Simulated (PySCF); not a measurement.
Mg(H)(NH2) (H₃MgN), SMILES [NH2][MgH].

The structure is a stationary point at B3LYP-D3(BJ)/def2-TZVP.

These are PBE0/def2-TZVPD in PySCF values and carry that method's errors.

Symmetry labels are those of the subgroup C2v that the program uses (full group C2v).

Question: List the valence orbital energies around the gap with their symmetry. (An estimate is asked for; the answer gives what the named calculation found.)

Answer: 
```csv
orbital,symmetry,energy (eV)
HOMO−7,B2,-50.72
HOMO−6,B1,-50.69
HOMO−5,A1,-50.48
HOMO−4,A1,-21.88
HOMO−3,B2,-12.16
HOMO−2,A1,-9.76
HOMO−1,A1,-7.71
HOMO,B1,-6.31
LUMO,A1,-0.60
LUMO+1,B2,-0.31
LUMO+2,B1,-0.05
LUMO+3,A1,0.96
```
